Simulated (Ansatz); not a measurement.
BH6NO2Si, SMILES `N[SiH](O)BO`, relaxed with RKS PBE-D4/def2-SVP in Ansatz from a rough embedded geometry. The force threshold is 0.03 eV/Å; the program also tests the step.

The species carries charge 0 and has multiplicity 1.

Start:

```xyz
11

N    -1.638   -0.791   -0.128
Si    0.047   -0.455   -0.680
O     0.134    1.014   -1.595
B     1.131   -0.280    0.963
O     0.893    0.712    1.914
H    -2.225   -0.791   -1.079
H    -1.984    0.057    0.378
H     0.511   -1.525   -1.497
H    -0.311    1.675   -0.958
H     2.043   -1.083    1.061
H     1.399    1.467    1.621
```

Task: By how much does the energy fall, and how many steps does the optimiser take? (An estimate is asked.)

Result: The calculation gave: 130.20 kJ/mol, in 12 steps.

Task: Which bonds change most? (Estimate.)

Result: Computed: N1–H6 from 1.117 to 1.023 Å; Si2–H8 from 1.424 to 1.500 Å; N1–Si2 from 1.804 to 1.746 Å; Si2–B4 from 1.977 to 2.032 Å.

Task: Give the relaxed structure. (Estimate.)

Result: Computed: 
```xyz
11

N    -1.620   -0.744   -0.180
Si   -0.030   -0.368   -0.796
O     0.109    1.000   -1.802
B     1.137   -0.123    0.849
O     0.887    0.995    1.595
H    -2.352   -1.090   -0.805
H    -2.023   -0.164    0.559
H     0.328   -1.499   -1.715
H     0.083    1.833   -1.299
H     2.018   -0.895    1.214
H     1.464    1.056    2.380
```
